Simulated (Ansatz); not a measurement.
# Strength of the Si–H bond: C2H5BrSi → C2H4BrSi + H

Gas-phase species: C2H5BrSi `C=C[SiH2]Br`, singlet; C2H4BrSi `C=C[SiH]Br`, doublet; H atom, doublet. The bond broken is the one whose loss leaves C2H4BrSi `C=C[SiH]Br`, relaxed to its own shape; its unpaired electron may spread away from that site.

Shapes, held fixed at every level: PBE0-D4/def2-TZVP. Flexible molecules stand in one conformer, not always the lowest. Programs: Ansatz 0.2.0. The zero-point and thermal change to 298 K, harmonic and unscaled (PBE0-D4/def2-TZVP), is -19.1 kJ/mol.

Q: Estimate ΔH(298 K) of this reaction.

A: B2PLYP/def2-TZVPP gives ΔH(298 K) = +369.6 kJ/mol; the levels span +291.7 to +381.1. The median of the levels is +356.4. Hartree–Fock misses the correlation of the pair that is broken and comes out low. No measured value is set beside it here. Spin contamination: C2H4BrSi (⟨S²⟩ up to 0.88). Open shells run unrestricted. Relativity is left out for Br. Outer-core shells of Br are correlated, in sets that cover them unevenly. Times are processor times on shared x86 and Arm servers, and rough.

```json
{"level": "HF/def2-SVP", "kind": "Hartree–Fock", "ΔH(298 K) (kJ/mol)": "+291.7", "CPU time (sum over the molecules)": "–"}
{"level": "SPW92/def2-TZVPP", "kind": "LDA", "ΔH(298 K) (kJ/mol)": "+381.1", "CPU time (sum over the molecules)": "10 s"}
{"level": "PBE-D4/def2-TZVPP", "kind": "GGA", "ΔH(298 K) (kJ/mol)": "+345.5", "CPU time (sum over the molecules)": "20 s"}
{"level": "PBE0-D4/def2-TZVPP", "kind": "global hybrid", "ΔH(298 K) (kJ/mol)": "+353.5", "CPU time (sum over the molecules)": "28 s"}
{"level": "r2SCAN0-D4/def2-TZVPP", "kind": "global hybrid", "ΔH(298 K) (kJ/mol)": "+356.4", "CPU time (sum over the molecules)": "46 s"}
{"level": "wB97X-V/def2-TZVPP", "kind": "range-separated hybrid", "ΔH(298 K) (kJ/mol)": "+377.7", "CPU time (sum over the molecules)": "70 s"}
{"level": "B2PLYP/def2-TZVPP", "kind": "double hybrid", "ΔH(298 K) (kJ/mol)": "+369.6", "CPU time (sum over the molecules)": "47 s"}
```
